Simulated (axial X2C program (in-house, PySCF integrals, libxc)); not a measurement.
# Worked dissociation energy of ScB⁺: MP2, scalar-relativistic

All values were computed with an axial X2C code built on PySCF integrals. Spin-free means the one-electron spin-free X2C Hamiltonian. Basis: Sc dyall-cv3z [10s11p7d5f2g], B dyall-v3z [7s6p2d1f] (cores contracted in-house); Gaussian nuclei, density fitting, unrestricted open shells. Masses: Sc 44.956 u, B 11.009 u.

Molecular state: M_S = 3/2, Λ = 0 (beyond evenly filled blocks: σα, π+α, π-α).

Correlated methods: 13 electrons correlated (number of frozen shells: Sc 2 s, 1 p; B 1 s), 281 virtual spin orbitals or spinors in MP2.

* E(Sc+) (2M_S = 2, M_L = 2): -763.381575 hartree
* E(B) (2M_S = 1, M_L = 0): -24.585375 hartree
* E(ScB⁺) at Re: -788.028320 hartree
* ωe: 585.3 cm⁻¹
* ωexe: 5.44 cm⁻¹

Task: Work out De and D0.

Result: De = -763.381575 + (-24.585375) − (-788.028320) = 0.06137 hartree = 1.670 eV. The zero-point energy is ωe/2 − ωexe/4 = 291 cm⁻¹ = 0.036 eV, so D0 = 1.634 eV.

The state is a single determinant with fixed occupations, the lowest that a limited PBE0 search found. Dissociation energies refer to the lowest single-determinant-based atoms at the same level and basis. Other states lie close and PBE0, whose exact exchange favours high spin, may order them wrongly; the determinant shown need not be the ground state. The nearest other spin-free determinant of the search, M_S = 1/2, Λ = 0, lies 0.36 eV up at the distance of the search.

Each atomic determinant is the lowest at this level and need not be a pure term. Totals compare only within one Hamiltonian and basis.
